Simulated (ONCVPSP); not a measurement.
**An all-electron radial function and its pseudo partner (P (Z = 15))**

Columns: radius, all-electron u(r) and pseudo u(r) of the 2p shell (level -124.52 eV) of phosphorus in the configuration [He] 2s2 2p6 3s2 3p3; LDA (Perdew-Wang 92), scalar-relativistic, ONCV scheme, ONCVPSP 4.0.1.

```csv
r (bohr),all-electron,pseudo
0.042,0.1402,0.0541
0.085,0.4214,0.2110
0.128,0.7140,0.4442
0.170,0.9583,0.7089
0.212,1.1445,0.9709
0.255,1.2739,1.2008
0.298,1.3485,1.3673
0.340,1.3777,1.4595
0.382,1.3727,1.4837
0.425,1.3410,1.4516
0.467,1.2915,1.3817
0.510,1.2279,1.2889
0.552,1.1575,1.1921
0.595,1.0810,1.0962
0.638,1.0026,1.0074
0.680,0.9263,0.9272
0.722,0.8519,0.8518
0.765,0.7786,0.7784
0.807,0.7106,0.7104
0.850,0.6450,0.6448
0.892,0.5852,0.5851
0.935,0.5284,0.5283
0.977,0.4773,0.4772
1.020,0.4293,0.4292
1.062,0.3864,0.3863
1.105,0.3464,0.3463
```

**Question.** How many radial nodes do the two functions have?

**Answer.** The all-electron 2p function has n − l − 1 = 0; the pseudo-wave has 0.

**Question.** At about which radius was the pseudo-wave matched?

**Answer.** 0.80 bohr. The columns agree to 0.0005 from 0.72 bohr on; several derivatives are matched, so the curves merge somewhat inside the radius.

**Question.** Where does each function peak?

**Answer.** Outermost all-electron maximum near 0.34 bohr, pseudo maximum near 0.38 bohr (to the table’s step).

**Question.** Is the pseudo-wave norm-conserving?

**Answer.** Yes: the ONCV scheme keeps the norm inside the radius equal to the all-electron one, which fixes the energy derivative of the logarithmic derivative at the level.
